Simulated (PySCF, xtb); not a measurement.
AlCl₄, SMILES [Cl][Al-]([Cl])([Cl])[Cl], charge -1.

Harmonic wavenumbers (cm⁻¹) from GFN2-xTB (xtb) at its own minimum, in rising order: 90, 90, 149, 149, 149, 322, 441, 441, 441.

Question: What does PySCF 2.14.0 with PBE-D3(BJ)/def2-SVPD give at its own minimum? (An estimate is asked for; the answer gives what the named calculation found.)

Answer: 103, 103, 161, 161, 161, 321, 479, 479, 479. Paired by order, the mean absolute difference is 20 cm⁻¹ and the zero-point energies are 3.2 and 3.5 kcal/mol.
